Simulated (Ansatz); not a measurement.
Relaxation of GeH2OS (5 atoms, charge 0, multiplicity 1), to a largest force component of 0.02 eV/Å in at most 50 steps.

All numbers below come from Ansatz 0.2.0, RKS r2SCANh/def2-SVPD.

```xyz
5
Properties=species:S:1:pos:R:3
O -1.371 -1.169 0.141
Ge -0.721 0.512 -0.024
S 1.414 0.354 -0.509
H -0.871 -1.516 0.896
H -0.843 2.037 -0.006
```

Where does it end, and by what steps?

It converged. After 9 steps the energy has fallen by 1.623 eV; O1 moved furthest, 0.56 Å.

```tsv
step	energy less start (eV)	largest force component (eV/Å)	accepted
0	0.0000	4.688	yes
1	-0.9441	1.038	yes
2	-1.3415	1.745	yes
3	-1.4384	2.618	yes
4	-1.4486	2.136	yes
5	-1.5463	0.520	yes
6	-1.6149	0.271	yes
7	-1.6075	0.417	no
8	-1.6214	0.163	yes
9	-1.6225	0.013	yes
```

```xyz
5
Properties=species:S:1:pos:R:3
O -1.419 -0.753 0.509
Ge -0.342 0.533 -0.037
S 1.615 0.306 -0.502
H -0.983 -1.612 0.573
H -1.263 1.745 -0.046
```

Whether the end is a true minimum wasn't checked by a vibrational analysis.

Time of the run: 32 s on 2 threads of Arm Neoverse V2, on a shared host, peak memory 0.24 GiB.
